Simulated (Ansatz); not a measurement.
Mulliken charges of AlGaH4O (`[AlH2][O][GaH2]`) from ωB97M-V/def2-TZVPP in Ansatz (PBE0-D4/def2-TZVP geometry).

```json
{"atom": "Al1", "x (Å)": "-1.412", "y (Å)": "0.053", "z (Å)": "-0.931", "charge (e)": "0.408"}
{"atom": "O2", "x (Å)": "-0.013", "y (Å)": "0.001", "z (Å)": "-0.011", "charge (e)": "-0.375"}
{"atom": "Ga3", "x (Å)": "1.461", "y (Å)": "-0.055", "z (Å)": "0.963", "charge (e)": "0.252"}
{"atom": "H4", "x (Å)": "-2.449", "y (Å)": "-1.138", "z (Å)": "-0.807", "charge (e)": "-0.119"}
{"atom": "H5", "x (Å)": "-1.645", "y (Å)": "1.291", "z (Å)": "-1.891", "charge (e)": "-0.119"}
{"atom": "H6", "x (Å)": "1.372", "y (Å)": "0.616", "z (Å)": "2.370", "charge (e)": "-0.024"}
{"atom": "H7", "x (Å)": "2.685", "y (Å)": "-0.767", "z (Å)": "0.306", "charge (e)": "-0.024"}
```

Problem. By hand: the dipole of these point charges (1 e Å = 4.8032 D).

Solution. Σ q r = (0.187, -0.007, 0.124) e Å, of length 0.224 e Å = 1.08 D.

Problem. How does the dipole of the full density compare? (An estimate is asked.)

Solution. Ansatz gave: (0.172, -0.007, 0.114) e Å, 0.99 D; the point charges give 1.09 times that, at 0° from its direction.

Point charges leave out the atoms' own dipoles, such as those of lone pairs, and Mulliken's split depends on the basis, so the close match here is no proof of good charges.
